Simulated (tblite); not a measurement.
Species: C4H11AlO.
Atom-mapped SMILES: `[CH2:1]=[CH:2][CH2:3][O+:4]([CH3:5])[AlH3-:6]` (hydrogens: H7, H8 on C1; H9 on C2; H10, H11 on C3; H12, H13, H14 on C5; H15, H16, H17 on Al6)
Bond orders are those of one Lewis drawing.

Computed with GFN2-xTB (tblite), gas phase: L-BFGS steps from a force-field or distance-geometry start until the largest atomic force falls under 0.01 eV/Å.

Step 98: E = -525.3080 eV
```
atom  x, y, z in Å  |  force x, y, z in eV/Å
C1      1.2996    1.1376   -1.4057    0.008  -0.033   0.000
C2      1.4522    1.0224   -0.0997   -0.007   0.029   0.000
C3      0.3210    0.6483    0.8205    0.015   0.035   0.026
O4     -0.4238   -0.4664    0.3596    0.028   0.019  -0.006
C5      0.2886   -1.6821    0.4117    0.001  -0.019  -0.014
Al6    -2.2021   -0.0745   -0.0917    0.003   0.009   0.017
H7      2.1129    1.4124   -2.0535    0.018  -0.006  -0.007
H8      0.3429    0.9580   -1.8709   -0.015  -0.011   0.005
H9      2.4088    1.2051    0.3705   -0.019   0.011   0.022
H10     0.6866    0.4406    1.8325    0.012   0.028   0.020
H11    -0.4096    1.4664    0.8685    0.001  -0.015   0.008
H12     0.5517   -1.9260    1.4455    0.010  -0.006  -0.013
H13    -0.3753   -2.4477    0.0149   -0.014   0.002  -0.019
H14     1.1966   -1.6210   -0.1947   -0.015  -0.020  -0.004
H15    -1.9881    1.1777   -1.0294   -0.025  -0.008  -0.008
H16    -2.7743    0.2424    1.3487    0.021  -0.001  -0.024
H17    -2.4946   -1.4810   -0.7366   -0.022  -0.013  -0.004
```

Step 99: E = -525.3083 eV
```
atom  x, y, z in Å  |  force x, y, z in eV/Å
C1      1.2971    1.1350   -1.4046    0.008  -0.033   0.010
C2      1.4525    1.0231   -0.0989   -0.016   0.033   0.019
C3      0.3221    0.6483    0.8221    0.004   0.035   0.037
O4     -0.4226   -0.4661    0.3605    0.010   0.023   0.004
C5      0.2883   -1.6826    0.4104    0.004  -0.009  -0.010
Al6    -2.2004   -0.0714   -0.0933    0.006  -0.026   0.019
H7      2.1087    1.4109   -2.0535    0.023  -0.004  -0.023
H8      0.3391    0.9520   -1.8655   -0.012  -0.010  -0.008
H9      2.4086    1.2101    0.3706   -0.018   0.009   0.021
H10     0.6867    0.4415    1.8348    0.018   0.021   0.011
H11    -0.4098    1.4658    0.8713    0.010  -0.018   0.001
H12     0.5539   -1.9292    1.4426    0.004  -0.002   0.002
H13    -0.3767   -2.4469    0.0136   -0.017  -0.002  -0.025
H14     1.1951   -1.6200   -0.1963    0.004  -0.028  -0.022
H15    -1.9846    1.1770   -1.0338   -0.027   0.003  -0.009
H16    -2.7735    0.2459    1.3469    0.022   0.002  -0.028
H17    -2.4915   -1.4812   -0.7367   -0.023   0.004   0.003
```

Problem. Estimate the geometry and energy of step 100. (The exact step hangs on the optimiser's Hessian estimate; all steps are aligned on step 99, rigid shifts and turns removed.)

Solution. E = -525.3088 eV, largest force 0.064 eV/Å
```
atom  x, y, z in Å  |  force x, y, z in eV/Å
C1      1.2963    1.1306   -1.4044    0.011  -0.023   0.022
C2      1.4514    1.0246   -0.0983   -0.025   0.033   0.030
C3      0.3218    0.6489    0.8229   -0.008   0.021   0.040
O4     -0.4216   -0.4659    0.3595   -0.001   0.018   0.017
C5      0.2888   -1.6830    0.4079    0.008  -0.010  -0.019
Al6    -2.1995   -0.0681   -0.0919    0.010  -0.063   0.004
H7      2.1078    1.4069   -2.0526    0.026  -0.002  -0.036
H8      0.3383    0.9447   -1.8635   -0.014  -0.016  -0.020
H9      2.4054    1.2163    0.3724   -0.001   0.011   0.021
H10     0.6856    0.4430    1.8360    0.023   0.014   0.008
H11    -0.4118    1.4648    0.8733    0.010  -0.010  -0.005
H12     0.5514   -1.9339    1.4400   -0.006   0.001  -0.004
H13    -0.3749   -2.4462    0.0046    0.004   0.021  -0.012
H14     1.1986   -1.6161   -0.1944   -0.005  -0.038  -0.024
H15    -1.9838    1.1758   -1.0361   -0.027   0.015  -0.012
H16    -2.7687    0.2503    1.3483    0.016   0.008  -0.019
H17    -2.4923   -1.4806   -0.7335   -0.022   0.020   0.011
```

The energy changes by -0.0005 eV. The first-order estimate −F·Δx gives -0.0006 eV and the mean of the old and new forces, exact on a quadratic surface, -0.0005 eV. The step makes an angle of 76° with the force vector and moves no atom by more than 0.009 Å.

The cost below is that of the whole relaxation. Hardware: one thread, Arm Neoverse N1 (aarch64), no GPU (shared host). Cost: 1.4 s.
